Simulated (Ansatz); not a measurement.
`OB(O)F` and `C#CB(O)F` differ in one atom or group.

Ansatz, PBE0-D4/def2-TZVP geometries, multiplicity 1. Each molecule was computed in one conformer, which needn't be the lowest.

```csv
property,`OB(O)F`
LUMO energy (PBE0/def2-TZVPP) / eV,0.44
LUMO energy (B3LYP/def2-TZVPP) / eV,0.03
HOMO–LUMO gap (ωB97M-V/def2-TZVPP) / eV,13.98
size of the dipole moment (ωB97M-V/def2-TZVPP) / D,1.88
HOMO energy (PBE/def2-TZVPP) / eV,-7.97
LUMO energy (PBE/def2-TZVPP) / eV,-0.40
```

**Question.** Give the same properties after the change, and the shifts. (Estimate.)

**Answer.** Computed: 
```tsv
property	`C#CB(O)F`	shift
LUMO energy (PBE0/def2-TZVPP) / eV	-1.02	-1.46
LUMO energy (B3LYP/def2-TZVPP) / eV	-1.25	-1.28
HOMO–LUMO gap (ωB97M-V/def2-TZVPP) / eV	12.10	-1.88
size of the dipole moment (ωB97M-V/def2-TZVPP) / D	2.90	1.02
HOMO energy (PBE/def2-TZVPP) / eV	-7.39	0.58
LUMO energy (PBE/def2-TZVPP) / eV	-1.96	-1.56
```

With PBE0 the HOMO rises by 1.05 eV and the LUMO falls by 1.46 eV, so the gap narrows by about 2.51 eV. PBE moves the HOMO by 0.58 eV and ωB97M-V by 1.23 eV. The zero-point energy changes by 11.1 kJ/mol with +3 modes. Dipoles are sizes alone; their direction can turn.

B3LYP here is the variant with VWN-RPA as its local correlation; programs differ in this.
